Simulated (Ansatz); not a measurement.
Consider the ligand exchange at a Ge–N bond: `[F][GeH2][NH][GeH3]` + H–F → `[F][GeH2][F]` + `[NH2][GeH3]`.

Calculated with Ansatz (gas phase, PBE0-D4/def2-TZVP geometries, no zero-point term in ΔE). CCSD(T)/CBS adds triple-zeta CCSD(T) − MP2 to the extrapolated MP2 energy (def2 sets, frozen cores). This one scheme is used for every species. DFT in def2-TZVPP. B3LYP here is the variant with VWN-RPA as its local correlation; programs differ in this. HSE06 is defined as in plane-wave codes. For Ge outer-core shells are correlated without core-valence functions, which leaves a few kJ/mol of doubt a bond. Scalar relativity is left out up to krypton. One conformer a species, not always the lowest.

```tsv
level	ΔE (kJ/mol)	difference from CCSD(T)/CBS
LDA (SPW92)	-32.7	-5.6
PBE-D4	-38.3	-11.2
revPBE-D4	-36.9	-9.8
BLYP-D4	-42.9	-15.8
B97M-V	-49.8	-22.7
PBE0-D4	-34.7	-7.6
B3LYP-D4	-40.1	-13.0
r2SCANh-D4	-41.7	-14.6
r2SCAN0-D4	-38.9	-11.8
BHLYP-D4	-38.1	-11.0
CAM-B3LYP-D4	-42.3	-15.2
ωB97M-V	-39.4	-12.3
B2PLYP	-42.6	-15.5
PBE-QIDH	-33.1	-6.0
PBE	-44.5	-17.4
revPBE	-48.5	-21.4
BLYP	-54.9	-27.8
r2SCAN	-45.5	-18.4
PBE0	-40.2	-13.1
B3LYP	-50.0	-22.9
r2SCAN0	-40.9	-13.8
HSE06	-39.9	-12.8
BHLYP	-47.7	-20.6
CAM-B3LYP	-48.2	-21.1
LC-ωPBE	-41.4	-14.3
RPA@PBE/def2-TZVPP	-32.1	-5.0
HF/def2-SVP	-45.9	-18.8
MP2/def2-SVP	-35.4	-8.3
CCSD/def2-SVP	-38.3	-11.2
CCSD(T)/def2-SVP	-36.9	-9.8
HF/def2-TZVPP	-51.5	-24.4
MP2/def2-TZVPP	-27.3	-0.2
SCS-MP2/def2-TZVPP	-33.8	-6.7
CCSD/def2-TZVPP	-32.8	-5.7
CCSD(T)/def2-TZVPP	-30.7	-3.6
HF/def2-QZVPP	-53.6	-26.5
MP2/def2-QZVPP	-25.9	1.2
SCS-MP2/def2-QZVPP	-33.0	-5.9
HF/CBS(def2)	-53.8	-26.7
CCSD/CBS(def2)	-29.3	-2.2
CCSD(T)/CBS	-27.1	0
```

**Question.** What do rigid-rotor, harmonic-oscillator terms from PBE0-D4/def2-TZVP frequencies (298.15 K, 1 bar) make of the CCSD(T)/CBS value? (Best estimate.)

**Answer.** The calculation gave: ΔZPE = +5.5 kJ/mol, ΔH = -25.3 kJ/mol, ΔS = 10 J/(mol·K), ΔG = -28.4 kJ/mol. Modes under 50 cm⁻¹ make the entropy rough.

Largest T1 diagnostic among the species: 0.012.

From r2SCAN to r2SCAN0 (25 % exact exchange), in def2-TZVPP and without D4, ΔE moves by +4.5 kJ/mol. The D4 term adds +9.8 kJ/mol with B3LYP and +5.5 kJ/mol with PBE0; it sums over pairs of atoms, weighted by their polarisabilities, and B3LYP, whose exchange is more repulsive, gets the larger term. In def2-TZVPP, CCSD(T) changes the Hartree–Fock value by +20.9 kJ/mol (the triples alone add +2.2 kJ/mol) and MP2 by +24.3 kJ/mol.
